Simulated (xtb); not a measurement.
C2H6Cl2Sn, charge -1, doublet, at a GFN2-xTB geometry (such geometries of metal compounds can be far from the true shape) (a state made from the parent by changing its charge; the spin is typed, not shown lowest); GFN2-xTB in xtb 6.7.1.

Input for xtb:
```
$ xtb mol.xyz --gfn 2 --chrg -1 --uhf 1 --hess --json

# file mol.xyz
11

C      1.76372903    -1.73662568     0.07130148
Sn    -0.01628524    -0.13562850    -0.03006054
C     -1.93690710    -1.43671469    -0.67180903
Cl     0.54789437     1.48232711    -1.99334049
Cl    -0.40507770     0.67347787     2.41398282
H      1.46816842    -2.53232204     0.74641837
H      2.67201876    -1.26524498     0.43134678
H      1.92379636    -2.13256648    -0.92556909
H     -2.68511086    -0.79754733    -1.12797528
H     -2.34499204    -1.91167356     0.21305304
H     -1.60843387    -2.18786323    -1.38212146
```

Task: Write the output that xtb gives for this input, abridged.

Result: 
```
   ID    Z sym.   atoms
    1    6 C      1, 3
    2   50 Sn     2
    3   17 Cl     4, 5
    4    1 H      6-11

           -------------------------------------------------
          |                Calculation Setup                |
           -------------------------------------------------

           -------------------------------------------------
          |                 G F N 2 - x T B                 |
           -------------------------------------------------

          ...................................................
          :                      SETUP                      :
          :.................................................:
          :  # basis functions                  44          :
          :  # atomic orbitals                  41          :
          :  # shells                           19          :
          :  # electrons                        33          :
          :  max. iterations                   250          :
          :  Hamiltonian                  GFN2-xTB          :
          :  restarted?                      false          :
          :  GBSA solvation                  false          :
          :  PC potential                    false          :
          :  electronic temp.          300.0000000     K    :
          :  accuracy                    1.0000000          :
          :  -> integral cutoff          0.2500000E+02      :
          :  -> integral neglect         0.1000000E-07      :
          :  -> SCF convergence          0.1000000E-05 Eh   :
          :  -> wf. convergence          0.1000000E-03 e    :
          :  Broyden damping             0.4000000          :
          :  net charge                         -1          :
          :  unpaired electrons                  1          :
          ...................................................

 iter      E             dE          RMSdq      gap      omega  full diag
   1    -18.6908311 -0.186908E+02  0.814E+00    3.81       0.0  T
   2    -18.6956514 -0.482027E-02  0.845E+00    6.60       1.0  T
   3    -18.9346680 -0.239017E+00  0.371E+00    5.04       1.0  T
   4    -18.8972953  0.373727E-01  0.422E+00    5.70       1.0  T
   5    -18.9327816 -0.354862E-01  0.669E-01    5.03       1.0  T
   6    -18.9367626 -0.398101E-02  0.268E-01    5.24       1.0  T
   7    -18.9371366 -0.374013E-03  0.114E-01    5.21       1.0  T
   8    -18.9371652 -0.286050E-04  0.741E-02    5.20       1.0  T
   9    -18.9371759 -0.107445E-04  0.449E-02    5.20       1.0  T
  10    -18.9371807 -0.479372E-05  0.173E-02    5.19       1.7  T
  11    -18.9371823 -0.162144E-05  0.633E-03    5.19       4.8  T
  12    -18.9371823  0.421959E-07  0.322E-03    5.19       9.4  T
  13    -18.9371823 -0.501338E-07  0.139E-03    5.19      21.7  T
  14    -18.9371824 -0.203664E-08  0.326E-04    5.19      92.6  T
  15    -18.9371824 -0.199496E-09  0.706E-05    5.19     427.1  T

   *** convergence criteria satisfied after 15 iterations ***

         :::::::::::::::::::::::::::::::::::::::::::::::::::::
         ::                     SUMMARY                     ::
         :::::::::::::::::::::::::::::::::::::::::::::::::::::
         :: total energy             -18.829711375577 Eh    ::
         :: gradient norm              0.000145880920 Eh/a0 ::
         :: HOMO-LUMO gap              5.191056662167 eV    ::
         ::.................................................::
         :: SCC energy               -18.937136294069 Eh    ::
         :: -> isotropic ES            0.103456058318 Eh    ::
         :: -> anisotropic ES          0.008901507724 Eh    ::
         :: -> anisotropic XC          0.004256451512 Eh    ::
         :: -> dispersion             -0.008309854560 Eh    ::
         :: repulsion energy           0.107424918492 Eh    ::
         :: add. restraining           0.000000000000 Eh    ::
         :: total charge              -1.000000000000 e     ::
         :::::::::::::::::::::::::::::::::::::::::::::::::::::

           -------------------------------------------------
          |                Numerical Hessian                |
           -------------------------------------------------
step length          :   0.00500
SCC accuracy         :   0.30000
Hessian scale factor :   1.00000
frozen atoms in %    :   0.00000    0
RMS gradient         :   0.00015
estimated CPU  time      0.01 min

writing file <hessian>.

 projected vibrational frequencies (cm⁻¹)
eigval :       -0.00    -0.00    -0.00     0.00     0.00     0.00
eigval :        3.40    13.56    26.87    29.77    46.02    72.15
eigval :       85.84   194.80   217.85   319.64   336.80   518.57
eigval :      529.72   544.28   572.13  1097.06  1135.12  1459.75
eigval :     1461.53  1465.30  1468.10  3007.34  3010.17  3023.57
eigval :     3026.77  3027.86  3032.56
           -------------------------------------------------
          |                Property Printout                |
           -------------------------------------------------

    * Orbital Energies and Occupations

         #    Occupation            Energy/Eh            Energy/eV
      -------------------------------------------------------------
         1        2.0000           -0.8746230             -23.7997
       ...           ...                  ...                  ...
         5        2.0000           -0.4378890             -11.9156
         6        2.0000           -0.3382739              -9.2049
         7        2.0000           -0.3373950              -9.1810
         8        2.0000           -0.3357967              -9.1375
         9        2.0000           -0.3354378              -9.1277
        10        2.0000           -0.2767766              -7.5315
        11        2.0000           -0.2671690              -7.2700
        12        2.0000           -0.2612342              -7.1085
        13        2.0000           -0.2557299              -6.9588
        14        2.0000           -0.2532895              -6.8924
[...]
  q+dip:       10.699      -1.561       4.847       5.802       3.766     -15.546
   full:       10.913      -1.591       5.216       5.965       3.959     -16.129

           -------------------------------------------------
          |               Frequency Printout                |
           -------------------------------------------------
 projected vibrational frequencies (cm⁻¹)
eigval :       -0.00    -0.00    -0.00     0.00     0.00     0.00
eigval :        3.40    13.56    26.87    29.77    46.02    72.15
eigval :       85.84   194.80   217.85   319.64   336.80   518.57
eigval :      529.72   544.28   572.13  1097.06  1135.12  1459.75
eigval :     1461.53  1465.30  1468.10  3007.34  3010.17  3023.57
eigval :     3026.77  3027.86  3032.56
 reduced masses (amu)
   1: 47.15   2: 62.23   3: 66.58   4: 28.71   5: 65.98   6: 38.68   7: 47.11   8:  2.11
   9:  9.34  10: 41.27  11: 19.91  12: 15.29  13: 12.85  14: 66.92  15: 47.44  16: 21.87
  17: 29.64  18:  3.00  19:  2.28  20:  4.05  21:  3.60  22:  2.75  23:  2.79  24:  1.79
  25:  1.77  26:  1.79  27:  1.78  28:  1.22  29:  1.21  30:  1.98  31:  1.99  32:  1.99
  33:  1.98
 IR intensities (km·mol⁻¹)
   1:  1.72   2:  2.16   3:  4.48   4:  2.61   5:  2.57   6:  3.14   7:  5.83   8:  0.67
   9:  0.45  10:  3.04  11:  0.54  12:  0.00  13:  0.15  14: 79.70  15: 26.83  16: 29.56
  17: 42.21  18: 16.71  19:  1.96  20:122.24  21: 68.28  22:113.80  23: 29.80  24:  0.10
  25:  0.47  26:  0.14  27:  0.52  28: 29.69  29: 12.85  30: 50.55  31: 49.88  32: 83.77
  33:115.89
 Raman intensities (Ä⁴*amu⁻¹)
   1:  0.00   2:  0.00   3:  0.00   4:  0.00   5:  0.00   6:  0.00   7:  0.00   8:  0.00
   9:  0.00  10:  0.00  11:  0.00  12:  0.00  13:  0.00  14:  0.00  15:  0.00  16:  0.00
  17:  0.00  18:  0.00  19:  0.00  20:  0.00  21:  0.00  22:  0.00  23:  0.00  24:  0.00
  25:  0.00  26:  0.00  27:  0.00  28:  0.00  29:  0.00  30:  0.00  31:  0.00  32:  0.00
  33:  0.00
 output can be read by thermo (or use thermo option).
 writing <g98.out> molden fake output.
 recommended (thermochemical) frequency scaling factor: 1.0
           -------------------------------------------------
          |             Thermodynamic Functions             |
           -------------------------------------------------

c1  symmetry found (for desy threshold:  0.10E+00) used in thermo

          ...................................................
          :                      SETUP                      :
          :.................................................:
          :  # frequencies                          27      :
          :  # imaginary freq.                       0      :
          :  linear?                             false      :
          :  only rotor calc.                    false      :
          :  symmetry                               c1      :
          :  rotational number                       1      :
          :  scaling factor                  1.0000000      :
          :  rotor cutoff                   50.0000000 cm⁻¹ :
          :  imag. cutoff                  -20.0000000 cm⁻¹ :
          :.................................................:

    mode    ω/cm⁻¹     T·S(HO)/kcal·mol⁻¹    T·S(FR)/kcal·mol⁻¹   T·S(vib)
   ------------------------------------------------------------------------
       1      3.40    -3.02715 (  0.00%)    -1.84939 (100.00%)    -1.84942
       2     13.56    -2.20805 (  0.54%)    -1.44226 ( 99.46%)    -1.44638
       3     26.87    -1.80332 (  7.69%)    -1.24015 ( 92.31%)    -1.28348
       4     29.77    -1.74266 ( 11.16%)    -1.20982 ( 88.84%)    -1.26928
       5     46.02    -1.48522 ( 41.78%)    -1.08087 ( 58.22%)    -1.24982
       6     72.15    -1.22060 ( 81.26%)    -0.94777 ( 18.74%)    -1.16946
       7     85.84    -1.11886 ( 89.68%)    -0.89631 ( 10.32%)    -1.09589
       8    194.80    -0.65047 ( 99.57%)    -0.65362 (  0.43%)    -0.65048
       9    217.85    -0.58942 ( 99.72%)    -0.62050 (  0.28%)    -0.58951
   ------------------------------------------------------------------------

   temp. (K)  partition function   enthalpy   heat capacity  entropy
                                   cal/mol     cal/K/mol   cal/K/mol   J/K/mol
 298.15  VIB  0.165E+08             5481.111     21.621     40.536
         ROT  0.673E+06              888.752      2.981     29.649
         INT  0.111E+14             6369.864     24.602     70.185
         TR   0.315E+28             1481.254      4.968     42.045
         TOT                        7851.1176    29.5698   112.2295   469.5681

       T/K    H(0)-H(T)+PV         H(T)/Eh          T*S/Eh         G(T)/Eh
   ------------------------------------------------------------------------
    298.15    0.125116E-01    0.802335E-01    0.533238E-01    0.269097E-01
   ------------------------------------------------------------------------

         :::::::::::::::::::::::::::::::::::::::::::::::::::::
         ::                  THERMODYNAMIC                  ::
         :::::::::::::::::::::::::::::::::::::::::::::::::::::
         :: total free energy         -18.802801684702 Eh   ::
         ::.................................................::
         :: total energy              -18.829711375595 Eh   ::
         :: zero point energy           0.067721979420 Eh   ::
         :: G(RRHO) w/o ZPVE           -0.040812288527 Eh   ::
         :: G(RRHO) contrib.            0.026909690892 Eh   ::
         :::::::::::::::::::::::::::::::::::::::::::::::::::::

           -------------------------------------------------
          | TOTAL ENERGY              -18.829711375595 Eh   |
          | TOTAL ENTHALPY            -18.749477843931 Eh   |
          | TOTAL FREE ENERGY         -18.802801684702 Eh   |
          | GRADIENT NORM               0.000145930082 Eh/α |
          | HOMO-LUMO GAP               5.191065398142 eV   |
           -------------------------------------------------

normal termination of xtb
```
